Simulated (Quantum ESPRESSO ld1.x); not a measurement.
Task: The mean radii <r> (bohr) of the occupied orbitals of an atom or ion are listed with their occupations. Calculated with ld1.x of Quantum ESPRESSO 7.5: scalar-relativistic Kohn-Sham, PBE, spin-unpolarised, spherical densities, point nucleus.

orbital  occ.     <r>
1s          2  0.1113
2s          2  0.5672
2p          6  0.5362
3s          2   1.951

Name the element and its charge.

Result: Z = 14, silicon, charge +2: Si2+ in [Ne] 3s2. The 1s radius gives Z: for a bare nucleus <r> = (2 gamma + 1)/(2Z) with gamma = sqrt(1 - (Z/c)^2), 0.1068 bohr for Z = 14, and screening makes it slightly larger (0.1113 here). The occupations add up to 12, and the charge is Z minus that.
